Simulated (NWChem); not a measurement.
System: CH5BS; SMILES CBS

NWChem input:

```
start job
memory heap 200 mb stack 900 mb global 1100 mb
geometry units angstroms noautosym nocenter noautoz
  B     -0.596280    -0.474696     0.000000
  H     -1.811277    -0.535857     0.000000
  C      0.294735    -1.764537     0.000000
  H      0.036753    -2.390755    -0.882617
  H      0.036753    -2.390755     0.882617
  H      1.388805    -1.591288     0.000000
  S      0.180885     1.143042     0.000000
  H     -0.945650     1.910210     0.000000
end
basis spherical
  B library 6-31+g*
  H library 6-31+g*
  C library 6-31+g*
  S library 6-31+g*
end
dft
  xc hfexch
  iterations 150
end
property
  response 1 0.0
end
task dft property
```

All runs use the structure optimised with PBE-D3(BJ)/def2-SVP.

Static field.

Q: Predict the main results of this run. (Hartree-Fock/6-31+G* (spherical d).) Quantities: isotropic polarisability (bohr³); anisotropy (bohr³).

A: 
```yaml
isotropic polarisability (bohr³): 42.4
anisotropy (bohr³): 17.8
```
